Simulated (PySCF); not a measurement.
## [Tl(BH4)2]+: from a saddle point downhill

PySCF 2.14.0, RKS PBE0, Tl def2-SVP with ECP60, B def2-SVP, H def2-SVP; non-relativistic Hamiltonian with scalar-relativistic core potentials where named; density fitting; no spin-orbit coupling. Relaxed within the symmetry of its start, the geometry (C2) is

```xyz
11

Tl    0.0000    0.0000   -0.0253
B     2.2295    0.0899    0.2579
H     3.1509   -0.1591   -0.6878
H     2.5130   -0.8214    0.9933
H     2.3364   -0.2251   -1.0440
H     2.5110    1.2371    0.4887
B    -2.2295   -0.0890    0.2581
H    -3.1509    0.1568   -0.6883
H    -2.5130    0.8248    0.9905
H    -2.3364    0.2215   -1.0448
H    -2.5110   -1.2354    0.4929
```

and its lowest harmonic modes are -41, 111, 114, 183, 196, 394 cm⁻¹ (negative: unstable). It was moved along the lowest mode and relaxed again, within the group C2 that the move left.

**Question.** Where does it end, and how much lower?

**Answer.** In C2, 0.008 eV lower, after 24 steps:
```xyz
11

Tl    0.0000    0.0000   -0.0129
B     2.2309    0.2049    0.1743
H     3.1429   -0.5640   -0.4479
H     2.5099   -0.1308    1.2979
H     2.3276   -0.7935   -0.7226
H     2.5315    1.2748   -0.2900
B    -2.2309   -0.2043    0.1750
H    -3.1429    0.5625   -0.4498
H    -2.5099    0.1353    1.2975
H    -2.3275    0.7910   -0.7253
H    -2.5315   -1.2758   -0.2857
```

**Question.** How do the contacts change?

**Answer.** 
```
     contact  saddle (Å)  end (Å)
Tl1–B2 (BH4)       2.249    2.248
Tl1–B7 (BH4)       2.249    2.248
```


**Question.** Is the end a minimum?

**Answer.** Yes; lowest modes 50, 111, 114, 190, 197, 394 cm⁻¹.

Some metal–ligand contacts ended over 25 % longer than in the template from which the work began, so those ligands are loosely bound or lost.

State: singlet.
